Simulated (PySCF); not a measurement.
## Computed structure and properties of EuF3(H2O)

System: EuF3(H2O) (singlet in the valence; each metal's 4f electrons, 6 of them, lie in its core potential, out of spins and levels); start: template (Cs). Method: PySCF 2.14.0, RKS PBE0, Eu lcecp-1-SVP with ECP52, F def2-SVP, O def2-SVP, H def2-SVP; non-relativistic Hamiltonian with scalar-relativistic core potentials where named; density fitting; no spin-orbit coupling.

Input of the relaxation:

```python
mol = gto.M(atom='''
Eu     0.01437    -0.01437     0.01437
F      1.23827     1.20953     1.23827
F     -1.20953    -1.23827     1.23827
F      1.23827    -1.23827    -1.20953
O     -1.42033     1.42033    -1.42033
H     -1.76103     2.30543    -1.21653
H     -1.76103     1.21653    -2.30543''',
    basis={'Eu': 'lcecp-1-SVP', 'F': 'def2-SVP', 'O': 'def2-SVP', 'H': 'def2-SVP'},
    ecp={'Eu': 'lcecp-1-SVP'},
    charge=0, spin=0)
mf = dft.RKS(mol, xc='PBE0')
mf.grids.atom_grid = (50, 194)  # f atoms: unpruned, at least (60, 302)
mf = mf.density_fit()  # fitting sets: Eu AutoAux, F def2-universal-JKFIT, O def2-universal-JKFIT, H def2-universal-JKFIT
mf.conv_tol = 1e-08; mf.max_cycle = 55
mf.kernel(dm0)  # dm0: converged density of the start geometry
# quasi-Newton relaxation in Cartesian coordinates to a largest gradient under 0.00045 Eh/bohr, steps kept in the point group
```

Run from Python with OMP_NUM_THREADS=2; the lines above give its settings. Where DIIS fails, smearing, a level shift and second-order steps follow.
It took 31 s on 2 threads of Arm Neoverse V2 (shared host), from the converged density of the start.

Course of the relaxation:

```csv
step,energy above end (eV),largest force component within the symmetry (eV/Å)
0,0.2359,1.094
1,0.0766,0.475
2,0.0417,0.188
3,0.0224,0.187
4,0.0024,0.064
5,0.0015,0.050
6,0.0004,0.041
7,0.0002,0.019
8,0.0001,0.010
9,0.0000,0.011
```

Relaxed geometry (Cs):

```xyz
7

Eu    0.0870   -0.0907    0.0907
F     1.1005    1.3664    1.1392
F    -1.3184   -1.1532    1.1532
F     1.1005   -1.1392   -1.3664
O    -1.3206    1.3380   -1.3380
H    -1.6550    2.2175   -1.1221
H    -1.6550    1.1221   -2.2175
```

```csv
contact,Å
Eu1–F2 (F),2.061
Eu1–F3 (F),2.057
Eu1–F4 (F),2.061
Eu1–O5 (H2O),2.463
```

On the finer grid (75, 302):

```json
{
  "HOMO": "-9.35 eV",
  "LUMO": "-1.13 eV",
  "Dipole about the centre of mass": "6.73 D",
  "Set of Mulliken populations of Eu1 outside the core potential": "s 2.13, p 6.31, d 1.24, f 0.11",
  "D3(BJ) dispersion energy (not in the energies)": "-0.082 eV"
}
```

```csv
atom,Mulliken (e),Löwdin (e),spin (e)
Eu1,1.21,0.73,0.00
F2,-0.46,-0.33,0.00
F3,-0.46,-0.33,0.00
F4,-0.46,-0.33,0.00
O5,-0.30,0.00,0.00
H6,0.23,0.13,0.00
H7,0.23,0.13,0.00
```

The 4f levels lie in the core potential and are missing. Their spin isn't counted.

On the grid (50, 194), as all that follows. Harmonic modes: a minimum within the noise of the softest modes; lowest 10 cm⁻¹ (negative: unstable), highest 3946 cm⁻¹, zero-point energy 0.779 eV.

Taking off one F (charge -1, singlet; the rest: singlet) in vacuum, both parts rigid, costs 10.98 eV; the small basis without counterpoise inflates it. Most of it is the attraction of opposite charges; other ways to part are cheaper, and one spin state was tried for the rest.

Rigid scan of F along the line from its metal:

| distance to F2 (Å) | energy (eV) |
| --- | --- |
| 1.76 | 1.359 |
| 1.86 | 0.515 |
| 1.96 | 0.110 |
| 2.06 | 0.000 |
| 2.16 | 0.084 |
| 2.26 | 0.292 |
| 2.46 | 0.902 |
| 2.76 | 1.961 |
| 3.16 | 3.254 |
| 3.66 | 4.475 |

Taking off one H2O (charge 0, singlet; the rest: singlet) in vacuum, both parts rigid, costs 1.34 eV; the small basis without counterpoise inflates it.

Rigid scan of H2O along the line from its metal:

```tsv
distance to O5 (Å)	energy (eV)
2.16	0.372
2.26	0.141
2.36	0.031
2.46	0.000
2.56	0.021
2.66	0.072
2.86	0.220
3.16	0.457
3.56	0.716
4.06	0.934
```

One start shape was tried, so this needn't be the lowest isomer.

An lcecp potential fixes the number of 4f electrons, so in runs with it no electron can move into or out of that shell.
